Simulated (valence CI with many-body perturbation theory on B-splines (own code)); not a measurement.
Forbidden lines of Tm²⁸⁺

Level of theory: relativistic CI+MBPT: five valence electrons over a frozen Dirac-Fock core [Kr], radial functions for each j: 7 s, 7 p, 8 d, 6 f, 4 g, 1 h, with the one-electron correlation potential Σ1, the two-electron term Σ2, the three-electron term Σ3, Breit, model QED; selected CI, second order for the rest (own B-spline code, finite nucleus).

No measured spectrum was set against this ion. As an estimate, large intervals hold to a few tenths of a per cent, small ones and those within an open d or f shell to about a per cent. Only levels of the ground parity were solved; by the run's estimate the other parity begins above the list, which can be wrong where configurations are misplaced.

Lines 51 to 100 of 120 in falling wavelength, among levels below 433790 cm⁻¹, chosen from the decays that carry over 1 % of a level's rate. Wavelengths and rates use the calculated energies. Electric multipoles are in the length gauge, E1 and E2 with the static RPA response of the core. Weak lines are less certain than strong ones. Lines between different terms over intervals too small for the method are left out, as are lines whose strength nearly cancels. Where a level lies close to another of its J and parity, the split of strength between their lines is uncertain.

Levels are named by their leading jj configuration (3d3/2^4 stands for four electrons in 3d with j = 3/2), which in mixed levels can hold well under half, so a name can repeat and another be missing. Letters in brackets count levels of one name in rising energy.

| λ vac (nm) | Upper | Lower | Type | A (s⁻¹) | Branch % |
| --- | --- | --- | --- | --- | --- |
| 106.8 | (4d3/2 4d5/2^4) J=5/2 [a] | (4d3/2^2 4d5/2^3) J=7/2 [a] | M1 | 9.50e+03 | 17.4 |
| 106.8 | (4d3/2^2 4d5/2^3) J=5/2 [c] | (4d3/2^3 4d5/2^2) J=7/2 [b] | M1 | 5.66e+03 | 25.2 |
| 105.6 | (4d3/2^2 4d5/2^3) J=13/2 | (4d3/2^3 4d5/2^2) J=11/2 | M1 | 2.09e+03 | 98.7 |
| 103.3 | (4d3/2^3 4d5/2^2) J=7/2 [a] | (4d3/2^4 4d5/2) J=5/2 | M1 | 5.49e+03 | 92.2 |
| 103.1 | (4d3/2^2 4d5/2^3) J=5/2 [a] | (4d3/2^3 4d5/2^2) J=5/2 [a] | M1 | 2.50e+04 | 86.4 |
| 101.0 | (4d3/2^2 4d5/2^3) J=3/2 [a] | (4d3/2^3 4d5/2^2) J=3/2 [a] | M1 | 1.43e+04 | 43.8 |
| 100.6 | (4d3/2 4d5/2^4) J=3/2 [a] | (4d3/2^2 4d5/2^3) J=5/2 [b] | M1 | 4.04e+03 | 11.6 |
| 100.0 | (4d3/2^3 4d5/2^2) J=3/2 [a] | (4d3/2^4 4d5/2) J=5/2 | M1 | 1.71e+04 | 99.7 |
| 97.19 | (4d3/2^3 4d5/2^2) J=3/2 [b] | (4d3/2^3 4d5/2^2) J=5/2 [a] | M1 | 7.89e+02 | 20.1 |
| 96.97 | (4d3/2^2 4d5/2^3) J=5/2 [b] | (4d3/2^3 4d5/2^2) J=3/2 [a] | M1 | 2.32e+03 | 13.7 |
| 96.56 | (4d3/2 4d5/2^4) J=3/2 [a] | (4d3/2^2 4d5/2^3) J=3/2 [a] | M1 | 1.20e+04 | 34.5 |
| 96.11 | (4d3/2 4d5/2^4) J=11/2 | (4d3/2^2 4d5/2^3) J=13/2 | M1 | 4.32e+03 | 13.5 |
| 95.04 | (4d3/2^2 4d5/2^3) J=5/2 [d] | (4d3/2^2 4d5/2^3) J=5/2 [b] | M1 | 4.25e+03 | 17.6 |
| 94.15 | (4d3/2^2 4d5/2^3) J=7/2 [b] | (4d3/2^3 4d5/2^2) J=5/2 [b] | M1 | 2.77e+02 | 4.6 |
| 94.04 | (4d3/2^2 4d5/2^3) J=5/2 [b] | (4d3/2^3 4d5/2^2) J=7/2 [a] | M1 | 4.67e+03 | 27.7 |
| 93.66 | (4d3/2^2 4d5/2^3) J=9/2 [b] | (4d3/2^3 4d5/2^2) J=9/2 | M1 | 1.30e+04 | 55.3 |
| 93.54 | (4d3/2 4d5/2^4) J=7/2 [a] | (4d3/2^2 4d5/2^3) J=9/2 [a] | M1 | 1.29e+04 | 34.9 |
| 90.82 | (4d3/2 4d5/2^4) J=3/2 [a] | (4d3/2^2 4d5/2^3) J=1/2 [a] | M1 | 1.09e+04 | 31.4 |
| 90.34 | (4d3/2 4d5/2^4) J=5/2 [a] | (4d3/2^2 4d5/2^3) J=5/2 [a] | M1 | 3.45e+04 | 63.2 |
| 90.33 | (4d3/2^2 4d5/2^3) J=3/2 [b] | (4d3/2^3 4d5/2^2) J=1/2 | M1 | 1.80e+03 | 19.5 |
| 89.79 | (4d3/2^2 4d5/2^3) J=7/2 [b] | (4d3/2^3 4d5/2^2) J=9/2 | M1 | 3.24e+03 | 53.4 |
| 89.38 | (4d3/2^2 4d5/2^3) J=7/2 [c] | (4d3/2^3 4d5/2^2) J=7/2 [b] | M1 | 5.09e+03 | 36.0 |
| 88.57 | (4d3/2^3 4d5/2^2) J=9/2 | (4d3/2^4 4d5/2) J=5/2 | E2 | 1.56e+00 | 2.3 |
| 87.68 | (4d3/2^2 4d5/2^3) J=7/2 [a] | (4d3/2^3 4d5/2^2) J=5/2 [a] | M1 | 2.87e+03 | 20.5 |
| 87.23 | (4d3/2 4d5/2^4) J=11/2 | (4d3/2^2 4d5/2^3) J=9/2 [a] | M1 | 5.46e+03 | 17.1 |
| 86.20 | (4d3/2^2 4d5/2^3) J=3/2 [b] | (4d3/2^3 4d5/2^2) J=5/2 [b] | M1 | 2.49e+03 | 26.9 |
| 86.00 | (4d3/2^2 4d5/2^3) J=9/2 [b] | (4d3/2^3 4d5/2^2) J=11/2 | M1 | 4.48e+03 | 19.0 |
| 85.77 | (4d3/2 4d5/2^4) J=7/2 [a] | (4d3/2^2 4d5/2^3) J=7/2 [a] | M1 | 1.14e+04 | 30.7 |
| 84.71 | (4d3/2^3 4d5/2^2) J=5/2 [b] | (4d3/2^4 4d5/2) J=5/2 | M1 | 6.45e+01 | 2.3 |
| 83.59 | (4d3/2 4d5/2^4) J=11/2 | (4d3/2^2 4d5/2^3) J=11/2 | M1 | 1.93e+04 | 60.2 |
| 82.30 | (4d3/2^2 4d5/2^3) J=1/2 [b] | (4d3/2^3 4d5/2^2) J=1/2 | M1 | 6.54e+03 | 31.6 |
| 81.37 | (4d3/2^2 4d5/2^3) J=9/2 [b] | (4d3/2^3 4d5/2^2) J=7/2 [a] | M1 | 4.12e+03 | 17.5 |
| 81.06 | (4d3/2^3 4d5/2^2) J=1/2 | (4d3/2^4 4d5/2) J=5/2 | E2 | 4.72e+00 | 1.2 |
| 78.44 | (4d3/2^2 4d5/2^3) J=7/2 [b] | (4d3/2^3 4d5/2^2) J=7/2 [a] | M1 | 2.22e+02 | 3.7 |
| 78.29 | (4d3/2^2 4d5/2^3) J=5/2 [c] | (4d3/2^3 4d5/2^2) J=3/2 [a] | M1 | 3.56e+03 | 15.8 |
| 78.20 | (4d3/2^2 4d5/2^3) J=7/2 [c] | (4d3/2^3 4d5/2^2) J=5/2 [b] | M1 | 2.63e+03 | 18.6 |
| 76.62 | (4d3/2^2 4d5/2^3) J=5/2 [d] | (4d3/2^2 4d5/2^3) J=7/2 [a] | M1 | 1.50e+03 | 6.2 |
| 76.37 | (4d3/2^2 4d5/2^3) J=5/2 [c] | (4d3/2^3 4d5/2^2) J=7/2 [a] | M1 | 9.45e+03 | 42.0 |
| 75.62 | (4d3/2^2 4d5/2^3) J=9/2 [c] | (4d3/2^3 4d5/2^2) J=7/2 [b] | M1 | 5.34e+03 | 62.2 |
| 75.17 | (4d3/2^2 4d5/2^3) J=7/2 [c] | (4d3/2^3 4d5/2^2) J=9/2 | M1 | 5.74e+03 | 40.6 |
| 74.83 | (4d3/2 4d5/2^4) J=7/2 [a] | (4d3/2^2 4d5/2^3) J=5/2 [a] | M1 | 1.46e+03 | 3.9 |
| 74.60 | (4d3/2^3 4d5/2^2) J=7/2 [b] | (4d3/2^4 4d5/2) J=5/2 | M1 | 5.57e+02 | 73.5 |
| 74.58 | (4d3/2^2 4d5/2^3) J=3/2 [b] | (4d3/2^3 4d5/2^2) J=3/2 [a] | M1 | 3.30e+03 | 35.7 |
| 73.96 | (4d3/2^2 4d5/2^3) J=3/2 [a] | (4d3/2^3 4d5/2^2) J=5/2 [a] | M1 | 1.14e+04 | 34.7 |
| 73.59 | (4d3/2 4d5/2^4) J=3/2 [a] | (4d3/2^3 4d5/2^2) J=3/2 [b] | M1 | 6.89e+02 | 2.0 |
| 70.58 | (4d3/2^2 4d5/2^3) J=5/2 [d] | (4d3/2^3 4d5/2^2) J=3/2 [b] | M1 | 4.71e+03 | 19.5 |
| 70.55 | (4d3/2 4d5/2^4) J=3/2 [a] | (4d3/2^2 4d5/2^3) J=5/2 [a] | M1 | 3.67e+03 | 10.6 |
| 69.02 | (4d3/2^2 4d5/2^3) J=1/2 [b] | (4d3/2^3 4d5/2^2) J=3/2 [a] | M1 | 1.31e+04 | 63.4 |
| 67.77 | (4d3/2^2 4d5/2^3) J=5/2 [d] | (4d3/2^2 4d5/2^3) J=5/2 [a] | M1 | 2.75e+03 | 11.4 |
| 65.19 | (4d3/2 4d5/2^4) J=5/2 [a] | (4d3/2^3 4d5/2^2) J=5/2 [b] | M1 | 4.99e+03 | 9.1 |
